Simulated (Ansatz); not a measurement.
Problem. Predict a relaxed structure of GeO₂, charge 0, singlet, at PBE0-D4/def2-TZVP (Ansatz).

Solution. 
```xyz
3

Ge    0.000   -0.001    0.000
O     0.947   -0.157    1.296
O    -0.947    0.158   -1.296
```
Point group D∞h (tolerance 0.1 Å). This is one stationary point.

The structure comes from a short search, and lower isomers may exist.
